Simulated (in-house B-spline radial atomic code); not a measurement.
A fraction x of an electron is removed from 2p in the nitrogen ion N²⁺, starting from [He] 2s2 2p1 and keeping the highest spin. All numbers are computed (non-relativistic M06-L, spin-polarised, spherical fractional occupations; point nucleus) with an all-electron radial atomic-structure program (B-spline basis), not measured.

```json
{"x": "0", "E(x) - E(0) (eV)": "0.0000", "2p up level (eV)": "-38.476"}
{"x": "0.04", "E(x) - E(0) (eV)": "1.5528", "2p up level (eV)": "-39.166"}
{"x": "0.14", "E(x) - E(0) (eV)": "5.5562", "2p up level (eV)": "-40.905"}
{"x": "0.36", "E(x) - E(0) (eV)": "14.9812", "2p up level (eV)": "-44.785"}
{"x": "0.44", "E(x) - E(0) (eV)": "18.6209", "2p up level (eV)": "-46.209"}
{"x": "0.5", "E(x) - E(0) (eV)": "21.4256", "2p up level (eV)": "-47.281"}
{"x": "0.6", "E(x) - E(0) (eV)": "26.2425", "2p up level (eV)": "-49.070"}
{"x": "0.65", "E(x) - E(0) (eV)": "28.7183", "2p up level (eV)": "-49.965"}
{"x": "0.84", "E(x) - E(0) (eV)": "38.5333", "2p up level (eV)": "-53.349"}
{"x": "0.99", "E(x) - E(0) (eV)": "46.7356", "2p up level (eV)": "-56.022"}
{"x": "1", "E(x) - E(0) (eV)": "47.2967", "2p up level (eV)": "-"}
```

The exact functional would give a straight line between the two integer points. Deviations E(x) - E(0) - x[E(1) - E(0)], in eV: -0.339 at x = 0.04, -1.065 at x = 0.14, -2.046 at x = 0.36, -2.19 at x = 0.44, -2.223 at x = 0.5, -2.136 at x = 0.6, -2.025 at x = 0.65, -1.196 at x = 0.84, -0.088 at x = 0.99.

The curve lies below the straight line by up to 2.223 eV (at x = 0.5): convex, the delocalisation error that favours fractional charges.

Question: How well does Slater's transition state (minus the level at half occupation) give the ionisation energy?

Answer: It gives 47.281 eV against 47.297 eV from the two total energies; NIST lists 47.45 eV, ground level to ground level.
